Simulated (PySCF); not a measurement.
# Polarisability and C₆ of W (tungsten, neutral)

[Xe] 4f14 5d5 6s1, high-spin 7S determinant (an excited configuration). Computed with PySCF 2.14 in aug-cc-pVTZ-PP with ECP60MDF, with scalar relativity through the core potential. Coupled (time-dependent) response in atomic units; α is the mean over directions.

```
method  mean α (bohr³)  C₆ (like pair)  S(−4)
   UHF           83.08           948.9   3615
   PBE           65.79           717.8   2347
  PBE0           67.22           737.3   2324
```

S(−4) is the Cauchy moment in α(ω) = α(0) + S(−4) ω² + …

α(iu) at PBE0:

```
u (hartree)  α(iu) (bohr³)
          0          67.22
     0.0500          62.06
      0.100          51.54
      0.200          33.90
      0.300          23.85
      0.500          14.14
      0.750          8.870
       1.00          6.222
       1.50          3.637
       2.00          2.406
       3.00          1.275
       5.00         0.5270
```

A single London oscillator, α(iu) = α/(1 + u²/ω²), gives C₆ = (3/4) ω α². Matching the computed C₆ needs ω = 4 × 737.3 / (3 × 67.22²) = 0.218 hartree.

Energies and moments cover only the electrons outside the core potential. Spin-orbit coupling, which splits the p, d and f shells strongly at this Z, is absent.
